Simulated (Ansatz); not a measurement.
Reaction (redistribution): `[OH][In]([SH])[Br]` + `BrC1=N[SiH2]1` → `[OH][In]([Br])[Br]` + `SC1=N[SiH2]1`

Computed with Ansatz on PBE0-D4/def2-TZVP structures; ΔE is electronic, products minus reactants. CCSD(T)/CBS is the MP2 limit (def2-TZVPP, def2-QZVPP) plus CCSD(T) − MP2 in def2-TZVPP, frozen cores. Elements past krypton have def2 core potentials. For Br, In outer-core shells are correlated without core-valence functions, which leaves a few kJ/mol of doubt a bond. Scalar relativity is left out up to krypton. Each species was taken in one conformer, which may not be the lowest.

```csv
species,CCSD(T)/CBS(def2) energy (Eh)
`[OH][In]([SH])[Br]`,-3237.39649
`BrC1=N[SiH2]1`,-2956.28903
`[OH][In]([Br])[Br]`,-5412.35748
`SC1=N[SiH2]1`,-781.35214
```

(1) Work out ΔE.

Largest T1 diagnostic among the species: 0.016.

## Answers

(1) ΔE = (-5412.35748) + (-781.35214) − (-3237.39649) − (-2956.28903) = -0.02410 Eh = -15.1 kcal/mol.

From PBE to PBE0 (25 % exact exchange), in def2-TZVPP and without D4, ΔE moves by −1.2 kcal/mol. In def2-TZVPP, CCSD(T) changes the Hartree–Fock value by +4.1 kcal/mol (the triples alone add +0.5 kcal/mol) and MP2 by +4.1 kcal/mol.
